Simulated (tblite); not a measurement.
Isomers of C4H7F3SSi. Computed values, GFN2-xTB/tblite, gas phase, harmonic and unscaled. This tight-binding method is rough: wavenumbers can miss measured ones by several per cent, in bad cases by 10 to 20. Modes of hydrogen on silicon can be 10 to 20 % off. One conformer each.

Electronic energies: GFN2-xTB at the same geometries; isomer energies are rough at this level and their order can be wrong.

```
                   SMILES  electronic energy, lowest = 0 (kcal/mol)
FC(F)(F)S[C@@H]1CC[SiH2]1                                      39.1
     FC(F)(F)[SiH2]SC1CC1                                      22.6
    CS/C(=C/C(F)F)[SiH2]F                                       0.0
```

**Question.** How do GFN2-xTB zero-point energies change the relative energies?

**Answer.** 
```csv
SMILES,ZPE (kcal/mol),of it from modes above 1550 cm⁻¹,electronic (kcal/mol),"with ZPE, lowest = 0 (kcal/mol)",lowest mode (cm⁻¹),rings
CS/C(=C/C(F)F)[SiH2]F,63.1,30.7,0.0,0.0,12,0
FC(F)(F)[SiH2]SC1CC1,64.1,28.9,22.6,23.6,29,1
FC(F)(F)S[C@@H]1CC[SiH2]1,64.2,28.1,39.1,40.2,44,1
```

The zero-point energies span 1.1 kcal/mol, from `CS/C(=C/C(F)F)[SiH2]F` to `FC(F)(F)S[C@@H]1CC[SiH2]1`. The order is unchanged.
